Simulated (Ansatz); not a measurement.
Ansatz results at the PBE0-D4/def2-TZVP geometry: HOMO–LUMO gap (B3LYP/def2-TZVPP) 6.23 eV; HOMO energy (B3LYP/def2-TZVPP) -6.98 eV; LUMO energy (PBE/def2-TZVPP) -1.40 eV.

Each molecule was computed in one conformer, which needn't be the lowest.

(1) Which molecule gave them?
A. `S[CH2][GeH2][Cl]`
B. `C[CH2][GeH]([CH2]C)[N](C)C`
C. `C[S][GeH2][Cl]`
D. `C[NH][GeH2][CH3]`

## Answers

(1) C. The others give `S[CH2][GeH2][Cl]`: 6.27, -6.71, -1.10; `C[NH][GeH2][CH3]`: 6.75, -6.22, 0.03; `C[CH2][GeH]([CH2]C)[N](C)C`: 6.53, -5.78, 0.26.

B3LYP here is the variant with VWN-RPA as its local correlation; programs differ in this.
